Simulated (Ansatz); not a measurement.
Total energies of `C/C(F)=C(\F)C(F)(F)F`.

```xyz
12

C     0.462    0.693    1.799
C     0.424   -0.116    0.565
F     1.279   -1.137    0.560
C    -0.364    0.099   -0.483
F    -1.217    1.132   -0.461
C    -0.469   -0.663   -1.769
F    -0.203    0.136   -2.809
F    -1.715   -1.122   -1.939
F     0.361   -1.696   -1.820
H     1.466    1.099    1.944
H     0.229    0.062    2.661
H    -0.252    1.512    1.752
```

Total charge 0; spin multiplicity 1. All single points use the PBE0-D4/def2-TZVP geometry. Basis def2-TZVPP, Ansatz 0.2.0.

RPA on PBE orbitals: Hartree–Fock energy of these orbitals -650.55340 Eh, correlation -2.83902 Eh (frozen core).

```tsv
functional	energy without D4 (Eh)	D4 term (kJ/mol)
LDA (SPW92)	-649.15375	–
revPBE	-653.48635	-83.8
BLYP	-653.60576	-54.2
r2SCAN	-653.41658	-6.4
B97M-V	-653.53209	–
PBE0	-653.05042	-20.3
B3LYP	-653.70278	-38.4
r2SCANh	-653.38058	-6.6
HSE06 (plane-wave form)	-653.02262	-18.7
BHLYP	-653.42612	-26.2
CAM-B3LYP	-653.51640	-20.2
LC-ωPBE	-653.33137	–
ωB97X-V	-653.49626	–
PBE-QIDH	-652.96267	–
```

(1) Give the same for PBE, r2SCAN0, ωB97M-V, B2PLYP. (Estimate.)

B3LYP takes the VWN-RPA correlation (the form of Gaussian; ORCA's B3LYP/G). HSE06 is the plane-wave form, built on full-range PBE exchange. The double hybrids freeze the cores in their second-order part.

## Answers

(1) The calculation gave: 
```csv
functional,energy without D4 (Eh),D4 term (kJ/mol)
PBE,-653.04439,-24.2
r2SCAN0,-653.32902,-7.3
ωB97M-V,-653.53425,–
B2PLYP,-653.30553,–
```

LC-ωPBE has ω = 0.4 bohr⁻¹.
